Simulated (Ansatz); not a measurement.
Relaxation of BCl₂FH₅NO (11 atoms, charge 0, multiplicity 1), to a largest force component of 0.03 eV/Å in at most 50 steps.

The calculation used RKS BHLYP/def2-SVP (Ansatz).

```xyz
11
Properties=species:S:1:pos:R:3
B 0.576 -1.379 -0.626
O 1.386 -0.292 -1.035
Cl -0.761 -1.831 -1.656
Cl 1.079 -2.394 0.718
H -0.926 1.288 0.831
N -1.069 0.294 0.980
H 0.403 1.740 -0.895
F 0.205 2.549 -0.539
H 2.127 -0.171 -0.444
H -1.006 0.119 1.973
H -2.015 0.078 0.695
```

Task: Where does it end, and by what steps?

Result: It converged. After 15 steps the energy has fallen by 1.184 eV; B1 moved furthest, 0.85 Å. Joined: B1–N6 (2.84 → 1.60 Å).

| step | energy less start (eV) | largest force component (eV/Å) | accepted |
| --- | --- | --- | --- |
| 0 | 0.0000 | 2.090 | yes |
| 1 | -0.2283 | 0.858 | yes |
| 2 | -0.3566 | 0.931 | yes |
| 3 | -0.5839 | 1.014 | yes |
| 4 | -0.9340 | 1.073 | yes |
| 5 | -0.8226 | 2.177 | no |
| 6 | -1.0676 | 0.337 | yes |
| 7 | -1.0923 | 0.410 | yes |
| 8 | -1.1118 | 0.263 | yes |
| 9 | -1.1421 | 0.458 | yes |
| 10 | -1.1676 | 0.514 | yes |
| 11 | -1.1791 | 0.171 | yes |
| 12 | -1.1825 | 0.108 | yes |
| 13 | -1.1835 | 0.031 | yes |
| 14 | -1.1836 | 0.051 | yes |
| 15 | -1.1837 | 0.015 | yes |

```xyz
11
Properties=species:S:1:pos:R:3
B 0.182 -0.812 -0.134
O 1.245 0.091 -0.409
Cl -0.739 -1.366 -1.637
Cl 0.688 -2.228 0.940
H -0.920 0.994 0.301
N -0.854 0.060 0.721
H 0.673 1.562 -0.706
F 0.029 2.252 -0.648
H 1.988 -0.330 -0.834
H -0.524 0.155 1.676
H -1.767 -0.380 0.731
```

The run took 49 s on 2 threads of AMD EPYC 7R13 Processor (Zen 3), with other jobs on the host, peak memory 0.3 GiB.
